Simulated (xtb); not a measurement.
In(F)(Et)(OH) (C₂H₆FInO), SMILES C[CH2][In]([OH])[F]. All values are semi-empirical tight-binding results from xtb (GFN2-xTB unless named), good for trends rather than for accurate numbers. The structure is a stationary point at GFN2-xTB. Other conformers were not sampled.

Optimised geometry:

Bonds (Å): In1–F2 1.976, In1–C3 2.265, In1–O10 1.962, C3–C4 1.506, C3–H5 1.086, C3–H6 1.085, C4–H7 1.090, C4–H8 1.091, C4–H9 1.092, O10–H11 0.956. Bond angles (°): F2–In1–C3 118.0, F2–In1–O10 110.5, C3–In1–O10 131.6, In1–C3–C4 111.7, In1–C3–H5 104.6, In1–C3–H6 104.1, C4–C3–H5 112.9, C4–C3–H6 113.1, H5–C3–H6 109.8, C3–C4–H7 111.4, C3–C4–H8 111.3, C3–C4–H9 109.4, H7–C4–H8 108.7, H7–C4–H9 108.0, H8–C4–H9 107.9, In1–O10–H11 116.4.

For metal compounds this method's bond lengths and energies can be far off.

Question: Estimate the properties. (The exact figures need the calculation; the answer reports its results.)

Answer: 
| Item | Result |
|---|---|
| orbital gap | 3.06 eV |
| zero-point energy | 47.2 kcal/mol |
| G − E(el) at 298.15 K (modified RRHO) | 25.1 kcal/mol |

Computed atomic charges and the Wiberg bond orders between heavy atoms:
charges (e) In1 0.37, F2 -0.34, C3 -0.08, C4 -0.11, H5 0.08, H6 0.08, H7 0.07, H8 0.07, H9 0.07, O10 -0.51, H11 0.30. Bond orders In1–F2 0.92, In1–C3 0.66, C3–C4 1.04, In1–O10 0.99.
